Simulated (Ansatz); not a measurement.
Reaction (ligand exchange at the Si–O bond): `O[SiH](F)[SiH](Cl)Cl` + H–F → `F[SiH](F)[SiH](Cl)Cl` + H₂O

Isolated molecules relaxed with PBE0-D4/def2-TZVP in Ansatz; ΔE leaves out vibrations. CCSD(T)/CBS is the MP2 limit (def2-TZVPP, def2-QZVPP) plus CCSD(T) − MP2 in def2-TZVPP, frozen cores. This one scheme is used for every species. DFT in def2-TZVPP. One conformer a species, not always the lowest.

```tsv
level	ΔE (kJ/mol)
revPBE-D4	-28.8
PBE0-D4	-30.2
r2SCAN0-D4	-32.5
B2PLYP	-35.4
revPBE	-35.2
HF/def2-QZVPP	-43.6
MP2/def2-QZVPP	-31.5
CCSD/CBS(def2)	-34.8
```

(1) What does CCSD(T)/CBS give? (Best estimate.)

Largest T1 diagnostic among the species: 0.011.

Results:

(1) Ansatz gave: -33.0 kJ/mol. The listed levels differ from it by 4.2, 2.8, 0.5, -2.4, -2.2, -10.6, 1.5, -1.8 kJ/mol.

The D4 term adds +4.1 kJ/mol with B3LYP and +2.3 kJ/mol with PBE0; it sums over pairs of atoms, weighted by their polarisabilities, and B3LYP, whose exchange is more repulsive, gets the larger term. In def2-TZVPP, CCSD(T) changes the Hartree–Fock value by +9.5 kJ/mol (the triples alone add +1.8 kJ/mol) and MP2 by +11.4 kJ/mol. Leaving LDA and LC-ωPBE aside and taking each functional with its dispersion term where it has one, the values, not all of them listed here, spread over 7.6 kJ/mol, from B97M-V to revPBE-D4. LDA lies +7.0 kJ/mol from PBE without D4.

B3LYP here is the variant with VWN-RPA as its local correlation; programs differ in this.
